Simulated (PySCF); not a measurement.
H₂O₃S, SMILES O[SH](=O)=O.

Coordinates come from a PBE-D3(BJ)/def2-SVP optimisation. Other conformers were not sampled.

Two levels are set side by side: TDA-PBE/def2-SVPD (PySCF) and TDA-M06-2X/def2-SVPD (PySCF). Vertical, same geometry. The lowest singlet is HOMO→LUMO 93 % with PBE and HOMO→LUMO 24 %, HOMO→LUMO+4 24 %, HOMO→LUMO+1 22 %, HOMO→LUMO+7 7 % with the other functional; states are paired by order. Differences are taken from unrounded values.

| quantity | TDA-PBE |
|---|---|
| lowest singlet excitation (eV) | 6.88 |
| lowest triplet excitation (TDA) (eV) | 6.61 |

Question: These are the TDA-PBE values. What does TDA-M06-2X give? (An estimate is asked for; the answer gives what the named calculation found.)

Answer: 
```tsv
quantity	TDA-M06-2X	TDA-PBE minus TDA-M06-2X
lowest singlet excitation (eV)	8.10	-1.22
lowest triplet excitation (TDA) (eV)	7.60	-0.99
```

Functionals without exact exchange tend to place singlet excitations lower, as here. Differences between two approximate levels are no errors against the true value.

Rough cost on one machine, each run with all the roots and properties that it gave: TDA-M06-2X against TDA-PBE about 6 times.
